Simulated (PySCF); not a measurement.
Species: sum formula CrOBr₃ (charge 0, doublet). The spin state was set by rule; other spins were not relaxed. SMILES: [O]=[Cr]([Br])([Br])[Br]
Structure (B3LYP-D3(BJ)/def2-TZVP (Ansatz) minimum search):
```xyz
5

Cr     0.4047     0.1307    -0.3429
O      1.4117     0.8364    -1.2609
Br     1.3561    -0.7803     1.5104
Br    -0.9894    -1.2840    -1.4496
Br    -0.9668     1.7834     0.4626
```
Charge 0, spin multiplicity 2.

Dispersion corrections to the total energy (kcal/mol) from the dftd3 and dftd4 libraries through PySCF: D3(BJ) without and D4 with the three-body term, each with the damping fitted for the functional named.

```tsv
functional	D3(BJ)	D4
B3LYP	-11.33	-10.49
HF	-40.19	[?]
r2SCAN	-1.49	-1.31
BHLYP	-10.60	[?]
PBE	-5.39	-6.29
PBE0	-5.31	[?]
TPSS	-7.46	-8.43
```

Problem. Fill in the missing entries.

Solution. 
- HF, D4: -18.11
- BHLYP, D4: -10.16
- PBE0, D4: -5.43
